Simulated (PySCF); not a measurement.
Input of a run (PBE0-D3(BJ)/def2-SVP geometry optimisation, gas phase (PySCF 2.14.0)), started from GFN2-xTB:
```
{"job": {"xc": "PBE0", "basis": "def2-SVP", "d3": "d3bj", "grid": 2, "kind": "geom"}, "charge": 1, "multiplicity": 1}
C     -2.441177     1.409216    -0.378649
N     -2.230386     0.004375    -0.086882
C     -3.437256    -0.714845     0.246075
C     -1.033465    -0.562297    -0.108412
Si    -0.932648    -2.492869    -0.017427
C      0.106661     0.233416    -0.269597
C      1.401380    -0.239190    -0.197293
N      2.493341     0.494554    -0.294600
C      3.808349    -0.089803    -0.209757
C      2.444599     1.924137    -0.504723
H     -1.913663     1.698422    -1.287524
H     -3.501895     1.586062    -0.535017
H     -2.102776     2.039198     0.447207
H     -3.976599    -1.008990    -0.657741
H     -4.085760    -0.067720     0.836951
H     -3.222764    -1.601309     0.836480
H     -2.055227    -3.001502    -0.799021
H      0.305366    -2.941875    -0.647435
H     -0.982405    -2.828081     1.403779
H     -0.017048     1.295385    -0.407914
H      1.570174    -1.291253    -0.023633
H      4.369373     0.363089     0.610177
H      4.355625     0.084541    -1.138721
H      3.744580    -1.161858    -0.038673
H      1.970342     2.160624    -1.459151
H      3.455552     2.321983    -0.513596
H      1.887830     2.413014     0.296614
```

Output (energies in Eh, forces in Eh/bohr):
```
step   0  E = -674.79850649  max force = 0.011968
step   1  E = -674.80194349  max force = 0.002940
step   2  E = -674.80190719  max force = 0.003001
step   3  E = -674.80223484  max force = 0.001062
step   4  E = -674.80235641  max force = 0.001094
step   5  E = -674.80247000  max force = 0.001755
step   6  E = -674.80260196  max force = 0.001125
step   7  E = -674.80260827  max force = 0.004060
step   8  E = -674.80270467  max force = 0.001326
step   9  E = -674.80270221  max force = 0.001951
step  10  E = -674.80275869  max force = 0.000607
step  11  E = -674.80278310  max force = 0.000645
step  12  E = -674.80281425  max force = 0.000561
step  13  E = -674.80285376  max force = 0.000498
step  14  E = -674.80288196  max force = 0.000408
step  15  E = -674.80288731  max force = 0.000302
optimisation converged
```

Question: Summarise the run.

Answer: The energy falls by 11.5 kJ/mol over 16 energy and gradient evaluations, the largest force component goes from 0.0120 to 3.0e-04 Eh/bohr, and the atoms move by 0.277 Å rms after alignment. The bond that changes most is Si5–H17 (SiH3 silicon to Si–H hydrogen), which lengthens by 0.028 Å. Bonds longer at the end by more than 0.005 Å: 23 of 26; shorter: 0. Among the angles that change most is H17–Si5–H19, from 114.5° to 111.5°. Among the dihedrals that turn most is N2–C4–Si5–H18, from 154° to 179°. The energy rose by more than 1e-6 Eh at steps 2 and 9. The first step brought 78 % of the lowering.

Question: What are the final bond lengths?

Answer: C1–N2 1.455 Å, N2–C3 1.452 Å, N2–C4 1.333 Å, C4–Si5 1.932 Å, C4=C6 1.408 Å, C6–C7 1.394 Å, C7=N8 1.320 Å, N8–C9 1.452 Å, N8–C10 1.452 Å, C1–H11 1.101 Å, C1–H12 1.095 Å, C1–H13 1.101 Å, C3–H14 1.101 Å, C3–H15 1.101 Å, C3–H16 1.095 Å, Si5–H17 1.488 Å, Si5–H18 1.484 Å, Si5–H19 1.488 Å, C6–H20 1.090 Å, C7–H21 1.092 Å, C9–H22 1.101 Å, C9–H23 1.101 Å, C9–H24 1.097 Å, C10–H25 1.101 Å, C10–H26 1.096 Å, C10–H27 1.101 Å. Numbering counts from 1 in the input's order; the species is `CN(C)/C([SiH3])=C/C=[N+](C)C`.

The run used 229 basis functions and 115 SCF cycles in all.

No frequency check.

One conformer stands for the species.
